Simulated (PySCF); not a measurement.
**Be (beryllium, neutral): M06-L calculation**

Configuration: [He] 2s2, closed-shell 1S. All numbers are calculated (PySCF 2.14, the spin-free X2C one-electron Hamiltonian (Gaussian nucleus), in x2c-SVPall (3s2p, 9 functions)).

```
Total energy                        : -14.6447 hartree
One-electron energy                 : -19.0686 hartree
Hartree (Coulomb) energy            : 7.1810 hartree
Exchange-correlation energy         : -2.7571 hartree
⟨S²⟩                                : 0.0000
⟨L²⟩                                : 0.000
Sum of ⟨r⟩                          : 6.085 bohr
Sum of ⟨r²⟩                         : 16.97 bohr²
Langevin diamagnetic susceptibility : -13.4 ×10⁻⁶ cm³/mol
Time after the integrals            : 0.04 s of wall time on 1 thread of Neoverse-V1 (shared host)
```

```json
{"shell": "1s", "electrons": "2", "mean orbital energy (hartree)": "-3.98988", "rms radius, mean of both spins (bohr)": "0.486"}
{"shell": "2s", "electrons": "2", "mean orbital energy (hartree)": "-0.20373", "rms radius, mean of both spins (bohr)": "2.87"}
```
